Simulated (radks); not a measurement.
The numbers below are computed, except where a source is named.
Coulomb parameter of the 4f shell of the gadolinium ion Gd+ in the model configuration [Xe] 4f5.5 5d1 6s1 6p1.5, as a second difference U = [E(n + 0.5) + E(n - 0.5) - 2 E(n)] / (0.5)^2 with all orbitals relaxed. "Bare": the charge of the atom changes with n. "Screened": the 6p shell takes up the change at fixed total charge, which measures U(4f,4f) + U(6p,6p) - 2 U(4f,6p). Level of theory: Dirac Kohn-Sham, BLYP, spin-unpolarised, spherical densities, point nucleus; open shells are shared between the two j in proportion to 2j + 1 (a radial shooting solver on a logarithmic mesh with Libxc functionals).

case,configuration,E - E(n) (eV)
start,[Xe] 4f5.5 5d1 6s1 6p1.5,0.000
bare +0.5,[Xe] 4f6 5d1 6s1 6p1.5,-13.255
bare -0.5,[Xe] 4f5 5d1 6s1 6p1.5,17.744
screened +0.5,[Xe] 4f6 5d1 6s1 6p1,-10.303
screened -0.5,[Xe] 4f5 5d1 6s1 6p2,12.888

U(bare) = 17.953 eV, U(screened by 6p) = 10.341 eV.
